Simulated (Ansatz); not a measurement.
O3Zr, SMILES [O]=[Zr]1[O][O]1, multiplicity 1.

Geometry: B3LYP-D3(BJ)/def2-TZVP. The spin state was assumed, not searched. The def2 effective core potentials stand for the cores of Zr; spin–orbit coupling is left out.

Two levels are set side by side: PBE/def2-SVPD (Ansatz, an electronic-structure program) and CAM-B3LYP/def2-SVPD (Ansatz). Energy differences of separate SCF runs at the same geometry; the states with an electron removed or added have multiplicity 2 and 2. Differences are taken from unrounded values.

```tsv
quantity	CAM-B3LYP
vertical ionisation energy (eV)	9.38
vertical electron affinity (eV)	1.80
vertical singlet–triplet gap (eV)	2.50
```

**Question.** What does PBE give, and how far is it from CAM-B3LYP? (The exact figures need the calculation; the answer reports its results.)

**Answer.** 
| quantity | PBE | PBE minus CAM-B3LYP |
|---|---|---|
| vertical ionisation energy (eV) | 9.03 | -0.35 |
| vertical electron affinity (eV) | 1.54 | -0.27 |
| vertical singlet–triplet gap (eV) | 2.32 | -0.18 |
